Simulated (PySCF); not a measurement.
**Electron correlation in Pd (palladium, neutral)**

[Kr] 4d9 5s1, high-spin 3D determinant (an excited configuration). All numbers are calculated (PySCF 2.14, the spin-free X2C one-electron Hamiltonian (Gaussian nucleus), in x2c-TZVPPall with one added diffuse shell each of s, p, d, f type (9s7p7d3f1g, 95 functions)). Frozen: [Kr]; 10 electrons correlated.

```
  level  correlation energy (mhartree)
   CCSD                        -305.36
    (T)                         -12.65
CCSD(T)                        -318.01
```

Diagnostics: T1 = 0.018, D1 = 0.0739, largest double amplitude 0.023.

**Question.** Is a single reference adequate?

**Answer.** Yes, within this model without spin-orbit coupling: T1 lies below 0.03 and no double amplitude reaches 0.07.
